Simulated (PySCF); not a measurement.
PySCF job for C2H6BO3, SMILES COB([O])OC, multiplicity 2, C-PCM-B3LYP/def2-SVP. Geometry optimised at PBE0-D3(BJ)/def2-SVP. The isomer is the one that the SMILES or the coordinates give; other isomers of the formula were not compared. One conformer was computed; it need not be the lowest.

```python
import numpy as np
from pyscf import gto, scf, dft
from pyscf.solvent import pcm

mol = gto.M(
    atom='''
    C     0.72805582    2.10025511    0.00000000
    O     0.70102730    0.69414772    0.00000000
    B    -0.45929955   -0.01848941    0.00000000
    O    -1.64841634    0.66303715   -0.00000000
    O    -0.48712939   -1.36810937    0.00000000
    C     0.69132659   -2.13505253    0.00000000
    H     0.23476455    2.51665013   -0.89389769
    H     0.23476456    2.51665013    0.89389768
    H     1.77908002    2.42067859   -0.00000000
    H     0.70734859   -2.78053572   -0.89211145
    H     0.70734859   -2.78053572    0.89211143
    H     1.59304441   -1.50427980   -0.00000001
    ''',
    basis='def2-SVP',
    charge=0,
    spin=1,
    max_memory=1600,
    verbose=3,
)
mf = dft.UKS(mol, xc='b3lyp').density_fit(auxbasis='def2-universal-jkfit')
mf.grids.level = 3
mf.conv_tol = 1e-9
mf.max_cycle = 100
mf.kernel()
fine, coarse = mf.grids, dft.Grids(mol).set(level=1).build(with_non0tab=True)
for _ in range(3):  # follow internal instabilities
    mf.grids = coarse
    mo, _, stable, _ = mf.stability(return_status=True, nroots=4)
    mf.grids = fine
    if stable:
        break
    mf.kernel(mf.make_rdm1(mo, mf.mo_occ))
res = {}
for name, eps in {'water': 78.355, 'acetone': 20.493, '1-octanol': 9.8629}.items():
    s = mf.PCM()
    s.with_solvent.method, s.with_solvent.eps, s.with_solvent.lebedev_order = 'C-PCM', eps, 29
    s.kernel(mf.make_rdm1())
    res[name] = (s.e_tot, eps, s.dip_moment(), s.mo_energy, s.converged)
    print(f'{name}: electrostatic solvation free energy {(s.e_tot - mf.e_tot) * 627.509474:.3f} kcal/mol')
```

Output:

```

WARN: HOMO -0.3724555943925 >= LUMO -0.3724555943925

converged SCF energy = -330.153235328565  <S^2> = 0.75270887  2S+1 = 2.002707
<class 'pyscf.df.df_jk.DFUKS'> wavefunction is stable in the internal stability analysis

WARN: PCM is an experimental feature. It is still in testing.
Features and APIs may be changed in the future.

converged SCF energy = -330.158948024501  <S^2> = 0.75271231  2S+1 = 2.0027105
Dipole moment(X, Y, Z, Debye):  2.54684,  0.62139,  0.00000
water: electrostatic solvation free energy -3.585 kcal/mol

WARN: PCM is an experimental feature. It is still in testing.
Features and APIs may be changed in the future.

converged SCF energy = -330.158716808491  <S^2> = 0.75271145  2S+1 = 2.0027096
Dipole moment(X, Y, Z, Debye):  2.52855,  0.61752,  0.00000
acetone: electrostatic solvation free energy -3.440 kcal/mol

WARN: PCM is an experimental feature. It is still in testing.
Features and APIs may be changed in the future.

converged SCF energy = -330.158382889757  <S^2> = 0.75271034  2S+1 = 2.0027085
Dipole moment(X, Y, Z, Debye):  2.50242,  0.61195,  0.00000
1-octanol: electrostatic solvation free energy -3.230 kcal/mol
```

The calculation finished and met its thresholds.
